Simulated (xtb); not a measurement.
H4B3Cl3N3 (SMILES ClB1NB(Cl)[NH2+]B(Cl)N1), charge +1, singlet, at a GFN2-xTB geometry; GFN2-xTB (xtb).

Input for xtb:
```
$ xtb mol.xyz --gfn 2 --chrg 1 --ohess --json

# file mol.xyz
13

Cl    -1.92497906    -2.50575432    -0.30252180
B     -0.90112912    -1.17278707    -0.14076158
N     -1.39356340     0.18046148    -0.26000621
B     -0.63263027     1.33969800    -0.14230920
Cl    -1.19572753     2.93161321    -0.28629955
N      0.88350606     1.15328901     0.15157545
B      1.43275997    -0.29705545     0.27243464
Cl     3.09171093    -0.46603994     0.57464606
N      0.51108002    -1.32890542     0.12245861
H     -2.38501425     0.27302681    -0.44845800
H      1.42090884     1.64934894    -0.56698538
H      1.11337995     1.66138026     1.01196390
H      0.84149005    -2.28387112     0.19944512
```

It wrote (shortened):

```
   ID    Z sym.   atoms
    1   17 Cl     1, 5, 8
    2    5 B      2, 4, 7
    3    7 N      3, 6, 9
    4    1 H      10-13

           -------------------------------------------------
          |                Calculation Setup                |
           -------------------------------------------------

           -------------------------------------------------
          |                 G F N 2 - x T B                 |
           -------------------------------------------------

          ...................................................
          :                      SETUP                      :
          :.................................................:
          :  # basis functions                  58          :
          :  # atomic orbitals                  55          :
          :  # shells                           25          :
          :  # electrons                        48          :
          :  max. iterations                   250          :
          :  Hamiltonian                  GFN2-xTB          :
          :  restarted?                      false          :
          :  GBSA solvation                  false          :
          :  PC potential                    false          :
          :  electronic temp.          300.0000000     K    :
          :  accuracy                    1.0000000          :
          :  -> integral cutoff          0.2500000E+02      :
          :  -> integral neglect         0.1000000E-07      :
          :  -> SCF convergence          0.1000000E-05 Eh   :
          :  -> wf. convergence          0.1000000E-03 e    :
          :  Broyden damping             0.4000000          :
          :  net charge                          1          :
          :  unpaired electrons                  0          :
          ...................................................

 iter      E             dE          RMSdq      gap      omega  full diag
   1    -28.0191789 -0.280192E+02  0.863E+00    5.06       0.0  T
   2    -28.1507367 -0.131558E+00  0.547E+00    3.24       1.0  T
   3    -28.1402078  0.105289E-01  0.225E+00    4.29       1.0  T
   4    -28.1720482 -0.318403E-01  0.796E-01    3.56       1.0  T
   5    -28.1803341 -0.828591E-02  0.390E-01    3.78       1.0  T
   6    -28.1795780  0.756033E-03  0.252E-01    3.86       1.0  T
   7    -28.1804096 -0.831560E-03  0.999E-02    3.80       1.0  T
   8    -28.1804751 -0.655396E-04  0.669E-02    3.78       1.0  T
   9    -28.1804024  0.727463E-04  0.788E-02    3.77       1.0  T
  10    -28.1804857 -0.832509E-04  0.277E-02    3.80       1.0  T
  11    -28.1804980 -0.123625E-04  0.441E-03    3.79       6.3  T
  12    -28.1804979  0.664463E-07  0.428E-03    3.79       6.5  T
  13    -28.1804981 -0.186144E-06  0.196E-03    3.79      14.2  T
  14    -28.1804982 -0.424935E-07  0.365E-04    3.79      75.9  T
  15    -28.1804982  0.416151E-09  0.267E-04    3.79     103.8  T

   *** convergence criteria satisfied after 15 iterations ***

         :::::::::::::::::::::::::::::::::::::::::::::::::::::
         ::                     SUMMARY                     ::
         :::::::::::::::::::::::::::::::::::::::::::::::::::::
         :: total energy             -28.000192772874 Eh    ::
         :: gradient norm              0.000041894837 Eh/a0 ::
         :: HOMO-LUMO gap              3.791611336571 eV    ::
         ::.................................................::
         :: SCC energy               -28.180458317940 Eh    ::
         :: -> isotropic ES            0.191384394399 Eh    ::
         :: -> anisotropic ES         -0.010159484668 Eh    ::
         :: -> anisotropic XC          0.000905714573 Eh    ::
         :: -> dispersion             -0.011244665189 Eh    ::
         :: repulsion energy           0.180265545066 Eh    ::
         :: add. restraining           0.000000000000 Eh    ::
         :: total charge               1.000000000000 e     ::
         :::::::::::::::::::::::::::::::::::::::::::::::::::::

      -----------------------------------------------------------
     |                   =====================                   |
     |                        A N C O P T                        |
     |                   =====================                   |
     |               Approximate Normal Coordinate               |
     |                Rational Function Optimizer                |
      -----------------------------------------------------------
      -----------------------------------------------------------
     |                   =====================                   |
     |                        A N C O P T                        |
     |                   =====================                   |
     |               Approximate Normal Coordinate               |
     |                Rational Function Optimizer                |
      -----------------------------------------------------------

          ...................................................
          :                      SETUP                      :
          :.................................................:
          :   optimization level            normal          :
          :   max. optcycles                   200          :
          :   ANC micro-cycles                  20          :
          :   degrees of freedom                33          :
          :.................................................:
          :   RF solver                   davidson          :
          :   write xtbopt.log                true          :
          :   linear?                        false          :
          :   energy convergence         0.5000000E-05 Eh   :
          :   grad. convergence          0.1000000E-02 Eh/α :
          :   maxmium RF displ.          1.0000000          :
          :   Hlow (freq-cutoff)         0.1000000E-01      :
          :   Hmax (freq-cutoff)         5.0000000          :
          :   S6 in model hess.         20.0000000          :
[...]
 * total energy  :   -28.0001928 Eh     change       -0.9726975E-09 Eh
   *** GEOMETRY OPTIMIZATION CONVERGED AFTER 1 ITERATIONS ***
         :: total energy             -28.000192773865 Eh    ::
[...]
   full:        2.448       0.119       2.797       1.539      -0.061      -5.245

           -------------------------------------------------
          |               Frequency Printout                |
           -------------------------------------------------
 projected vibrational frequencies (cm⁻¹)
eigval :       -0.00    -0.00    -0.00     0.00     0.00     0.00
eigval :       38.28    94.85   110.61   157.01   158.43   319.67
eigval :      335.58   342.20   343.49   352.53   428.79   492.96
eigval :      684.92   703.35   708.46   737.28   761.18   769.10
eigval :      850.32   868.31   957.65  1010.65  1123.30  1195.17
eigval :     1206.51  1234.06  1334.01  1403.60  1415.51  3255.21
eigval :     3288.00  3411.10  3411.35
 reduced masses (amu)
   1: 28.27   2: 26.15   3: 29.00   4: 27.13   5: 31.71   6: 30.06   7: 15.78   8: 18.23
   9: 14.71  10: 31.81  11: 31.36  12: 23.87  13: 20.32  14: 30.82  15:  8.15  16: 15.78
  17: 10.28  18: 10.27  19: 16.12  20: 15.38  21:  8.79  22: 13.86  23:  3.56  24:  3.49
  25: 10.35  26: 11.30  27:  1.75  28:  9.87  29:  5.86  30:  5.08  31:  9.28  32:  5.18
  33: 10.37  34:  9.84  35:  3.44  36:  2.03  37:  1.58  38:  1.85  39:  1.85
 IR intensities (km·mol⁻¹)
Molecule has the following symmetry elements: (C2) 2*(sigma)
It seems to be the C2v point group
   1:  2.34   2:  5.01   3:  2.01   4:  4.27   5:  0.23   6:  3.12   7: 19.15   8:  0.23
   9:  0.00  10:  6.62  11:  8.69  12:  2.30  13:  2.24  14:  0.06  15:  5.98  16:  0.44
  17:  0.00  18:  1.03  19: 12.99  20: 36.75  21:105.37  22:  5.69  23:  0.02  24:177.37
  25:188.50  26:  3.39  27:  0.00  28: 75.52  29:117.76  30:223.96  31:344.09  32: 19.34
  33:762.79  34:******  35: 64.01  36: 74.50  37: 56.42  38: 38.66  39: 30.10
 Raman intensities (Ä⁴*amu⁻¹)
   1:  0.00   2:  0.00   3:  0.00   4:  0.00   5:  0.00   6:  0.00   7:  0.00   8:  0.00
   9:  0.00  10:  0.00  11:  0.00  12:  0.00  13:  0.00  14:  0.00  15:  0.00  16:  0.00
  17:  0.00  18:  0.00  19:  0.00  20:  0.00  21:  0.00  22:  0.00  23:  0.00  24:  0.00
  25:  0.00  26:  0.00  27:  0.00  28:  0.00  29:  0.00  30:  0.00  31:  0.00  32:  0.00
  33:  0.00  34:  0.00  35:  0.00  36:  0.00  37:  0.00  38:  0.00  39:  0.00
 output can be read by thermo (or use thermo option).
 writing <g98.out> molden fake output.
 recommended (thermochemical) frequency scaling factor: 1.0
           -------------------------------------------------
          |             Thermodynamic Functions             |
           -------------------------------------------------

c2v symmetry found (for desy threshold:  0.10E+00) used in thermo

          ...................................................
          :                      SETUP                      :
          :.................................................:
          :  # frequencies                          33      :
          :  # imaginary freq.                       0      :
          :  linear?                             false      :
          :  only rotor calc.                    false      :
          :  symmetry                              c2v      :
          :  rotational number                       2      :
          :  scaling factor                  1.0000000      :
          :  rotor cutoff                   50.0000000 cm⁻¹ :
          :  imag. cutoff                  -20.0000000 cm⁻¹ :
          :.................................................:

    mode    ω/cm⁻¹     T·S(HO)/kcal·mol⁻¹    T·S(FR)/kcal·mol⁻¹   T·S(vib)
   ------------------------------------------------------------------------
       1     38.28    -1.59391 ( 25.58%)    -1.13550 ( 74.42%)    -1.25275
       2     94.85    -1.06066 ( 92.83%)    -0.86681 (  7.17%)    -1.04677
       3    110.61    -0.97143 ( 95.99%)    -0.82128 (  4.01%)    -0.96541
       4    157.01    -0.77087 ( 98.98%)    -0.71753 (  1.02%)    -0.77033
       5    158.43    -0.76579 ( 99.02%)    -0.71486 (  0.98%)    -0.76529
   ------------------------------------------------------------------------

   temp. (K)  partition function   enthalpy   heat capacity  entropy
                                   cal/mol     cal/K/mol   cal/K/mol   J/K/mol
 298.15  VIB   661.                 4315.382     27.237     26.164
         ROT  0.849E+06              888.752      2.981     30.111
         INT  0.561E+09             5204.135     30.218     56.276
         TR   0.243E+28             1481.254      4.968     41.530
         TOT                        6685.3886    35.1864    97.8059   409.2200

       T/K    H(0)-H(T)+PV         H(T)/Eh          T*S/Eh         G(T)/Eh
   ------------------------------------------------------------------------
    298.15    0.106538E-01    0.869803E-01    0.464708E-01    0.405096E-01
   ------------------------------------------------------------------------

         :::::::::::::::::::::::::::::::::::::::::::::::::::::
         ::                  THERMODYNAMIC                  ::
         :::::::::::::::::::::::::::::::::::::::::::::::::::::
         :: total free energy         -27.959683203975 Eh   ::
         ::.................................................::
         :: total energy              -28.000192773866 Eh   ::
         :: zero point energy           0.076326480269 Eh   ::
         :: G(RRHO) w/o ZPVE           -0.035816910378 Eh   ::
         :: G(RRHO) contrib.            0.040509569891 Eh   ::
         :::::::::::::::::::::::::::::::::::::::::::::::::::::

optimized geometry written to: xtbopt.xyz

           -------------------------------------------------
          | TOTAL ENERGY              -28.000192773866 Eh   |
          | TOTAL ENTHALPY            -27.913212448785 Eh   |
          | TOTAL FREE ENERGY         -27.959683203975 Eh   |
          | GRADIENT NORM               0.000042939845 Eh/α |
          | HOMO-LUMO GAP               3.791533202149 eV   |
           -------------------------------------------------

normal termination of xtb
```
